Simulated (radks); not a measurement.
Hf XXXVI, configuration [Kr] 4d1. Method: scalar-relativistic Kohn-Sham, PBE, spin-polarised, spherical densities, finite nucleus; open shells are filled with parallel spins first (spin-orbit coupling, left out, can overturn this in heavy ions); Fermi nuclear charge, rms radius 5.347 fm; computed with a radial shooting solver on a logarithmic mesh with Libxc functionals.

Normalised radial functions P(r) = r R(r), r in bohr:

r	4s down	4p up
0.001831	0.2533	0.0131
0.002624	0.3216	0.0239
0.003761	0.3953	0.0435
0.005434	0.4635	0.0791
0.007788	0.4985	0.1395
0.01116	0.4622	0.2379
0.016	0.3042	0.3848
0.02312	-0.0187	0.5764
0.03314	-0.4444	0.7432
0.0475	-0.7637	0.7409
0.06862	-0.5997	0.3543
0.09836	0.2185	-0.4257
0.141	1.0737	-1.0811
0.2021	0.7260	-0.6839
0.292	-0.9510	0.8580
0.4185	-1.8616	1.8069
0.5998	-1.0694	1.1527
0.8667	-0.1984	0.2498
1.242	-0.0095	0.0148

4s down: eigenvalue -1766.0 eV, 3 radial nodes at r = 0.0227, 0.0909, 0.241 bohr, <r> = 0.423 bohr, 90 % of the charge inside 0.599 bohr. 4p up: eigenvalue -1619.2 eV, 2 radial nodes at r = 0.0821, 0.242 bohr, <r> = 0.436 bohr, 90 % of the charge inside 0.621 bohr.
